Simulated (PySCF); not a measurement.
Identify the unknown among the candidates.

All candidates are C4H5FN2.

- Dipole: 3.96 D [wB97X-D/def2-SVPD]
- Rotational structure: rotational constants A, B, C: 6.860, 2.170, 1.666 GHz [PBE0-D3(BJ)/def2-SVP]
- Polarisability: 60.0 au [wB97X-D/def2-SVPD]
- UV, first state: lowest singlet excitation: 6.53 eV (190 nm, f = 0.139) [TDDFT wB97X-D/def2-SVPD]

Gas-phase values; electronic properties from PySCF, density fitting. Levels stand in brackets. Isolated species at its PBE0-D3(BJ)/def2-SVP geometry, gas phase.

Question: Which candidate is it?
A. `Cn1ccc(F)n1`
B. `Cc1cnc(F)[nH]1`
C. `C/N=C\[C@H](F)C#N`

Answer: A. It is `Cn1ccc(F)n1`. Numbering: `[CH3:1][n:2]1[cH:3][cH:4][c:5]([F:6])[n:7]1`. Its formula, C4H5FN2, gives 3 degrees of unsaturation: 1 ring and 2 π bonds in the structure found (Kekulé form). By its constants the optimised geometry is an asymmetric top.

The others, at the same levels:
- `Cc1cnc(F)[nH]1` fails: its computed lowest singlet excitation is 6.25 eV (199 nm, f = 0.000) (against 6.53 eV) and dipole moment is 4.37 D (against 3.96 D).
- `C/N=C\[C@H](F)C#N` fails: its computed lowest singlet excitation is 4.82 eV (257 nm, f = 0.001) (against 6.53 eV), rotational constant A is 3.593 GHz (against 6.860 GHz) and smallest rotational constant is 1.487 GHz (against 1.666 GHz).

Each candidate is one conformer, not necessarily the lowest. Dipoles, sizes and rotational constants follow the conformer. The torsions of the flexible species, by atom-mapped SMILES:
- `[CH3:1]/[N:2]=[CH:3]\[C@H:4]([F:5])[C:6]#[N:7]`: N2–C3–C4–F5 -168°
